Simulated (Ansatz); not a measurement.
Reaction (ligand exchange at the Si–I bond): `C[SiH](N)I` + H₂Te → `C[SiH](N)[TeH]` + HI

Isolated molecules relaxed with PBE0-D4/def2-TZVP in Ansatz; ΔE leaves out vibrations. CCSD(T)/CBS is the MP2 limit (def2-TZVPP, def2-QZVPP) plus CCSD(T) − MP2 in def2-TZVPP, frozen cores. DFT in def2-TZVPP. def2 core potentials past Kr. For I, Te outer-core shells are correlated without core-valence functions, which leaves a few kJ/mol of doubt a bond. Each species was taken in one conformer, which may not be the lowest.

`C[SiH](N)I`:

```xyz
10

C     1.175   -0.055   -0.799
Si   -0.119   -0.350    0.496
N    -1.151    1.006    0.616
I    -1.289   -2.450   -0.121
H     0.713    0.110   -1.775
H     1.771    0.824   -0.540
H     1.836   -0.920   -0.884
H     0.430   -0.612    1.846
H    -1.805    1.057    1.382
H    -1.561    1.390   -0.222
```

H₂Te:

```xyz
3

Te   -0.636    0.422    0.145
H    -0.240   -0.749   -0.956
H     0.877    0.327    0.810
```

`C[SiH](N)[TeH]`:

Z-matrix (Å, degrees):
```
C
Si 1 1.862
H 1 1.092 2 110.9
H 1 1.095 2 110.7 3 -120.7
H 1 1.092 2 110.2 3 119.9
N 2 1.714 1 107.8 3 58.5
Te 2 2.507 1 113.7 3 -57.5
H 2 1.492 1 109.2 3 -174.4
H 6 1.007 2 120.6 1 33.5
H 6 1.006 2 121.2 1 -176.4
H 7 1.657 2 91.7 1 -98.6
```

HI:

Z-matrix (Å, degrees):
```
I
H 1 1.610
```

```csv
level,ΔE (kJ/mol),difference from CCSD(T)/CBS
PBE-D4,36.4,-1.1
r2SCAN-D4,40.2,2.7
PBE0-D4,37.4,-0.1
ωB97M-V,40.2,2.7
B2PLYP,39.6,2.1
PBE,37.9,0.4
r2SCAN,40.6,3.1
HF/def2-TZVPP,45.6,8.1
SCS-MP2/def2-TZVPP,38.6,1.1
CCSD/def2-TZVPP,37.5,0.0
CCSD(T)/def2-TZVPP,36.9,-0.6
HF/def2-QZVPP,45.7,8.2
MP2/def2-QZVPP,38.4,0.9
SCS-MP2/def2-QZVPP,39.0,1.5
HF/CBS(def2),45.7,8.2
CCSD/CBS(def2),38.1,0.6
CCSD(T)/CBS,37.5,0
```

Largest T1 diagnostic among the species: 0.010.

In def2-TZVPP, CCSD(T) changes the Hartree–Fock value by −8.7 kJ/mol (the triples alone add −0.7 kJ/mol) and MP2 by −7.5 kJ/mol.

CCSD(T)/CBS has its own doubt, a few kJ/mol and more with outer-core shells, so smaller differences from it don't rank the levels.
